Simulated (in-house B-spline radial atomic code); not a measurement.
Si⁶⁺: 1s1 2s2 (2p1/2)1 (2p3/2)4 (with a hole in an inner shell)

Computed with a B-spline radial code for spherical atoms: Dirac-Hartree-Fock, average of the jj configuration, Fermi nucleus of rms radius 3.1224 fm.

Screening seen three ways: the hydrogenic charge with the same mean radius, Z_r = [3n² - l(l+1)]/(2<r>), the one with the same energy, Z_e = n√(-2ε), and Slater's rules. Values are occupation-weighted means over j.

| shell | electrons | ε (eV) | <r> (bohr) | Z_r | Z_e | Slater |
| --- | --- | --- | --- | --- | --- | --- |
| 1s | 1 | -2180.1 | 0.1094 | 13.72 | 12.66 | 14.00 |
| 2s | 2 | -308.97 | 0.5142 | 11.67 | 9.53 | 11.05 |
| 2p | 5 | -267.18 | 0.4617 | 10.83 | 8.86 | 11.05 |

The least bound orbital is 2p3/2 at -266.5 eV, while the most diffuse is 2s1/2 (<r> = 0.5142 bohr against 0.4624 bohr): energy order and size order differ. The part-filled 1s shell lies below the filled 2s shell in orbital energy.

For the 1s electron the small component carries 0.254 % of the norm, the zero-frequency Breit interaction raises the level by 0.2314 eV, self-energy by 0.4972 eV, and vacuum polarisation lowers it by 0.03087 eV.
